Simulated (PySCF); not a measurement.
# How ionic is MH along the lanthanides?

r²SCAN in PySCF with x2c-TZVPall on every atom, spin-free X2C, for the lowest determinant that a PBE0 search found; no spin–orbit coupling. A negative dipole means M(+)H(−).

```tsv
M	state (unpaired electrons)	Re (Å)	μ (D)
La	triplet (σ ↑, δ ↑)	2.079	-3.60
Gd	octet (f population 7.2)	1.939	-1.48
Dy	sextet (f population 9.7)	1.993	-2.20
Yb	doublet (f population 13.9)	2.002	-2.45
```

Question: Give the ionic character |μ|/(e·Re) of each, with 1 e·Å = 4.803 D, and the positive end.

Answer: LaH 36 % (La positive), GdH 16 % (Gd positive), DyH 23 % (Dy positive), YbH 25 % (Yb positive). Lone pairs and polarisation enter μ too, so this number is only a rough measure of charge transfer.

Spin–orbit coupling is left out. The state is the lowest single determinant that the PBE0 search found; with open d or f shells the true ground state can be another one.
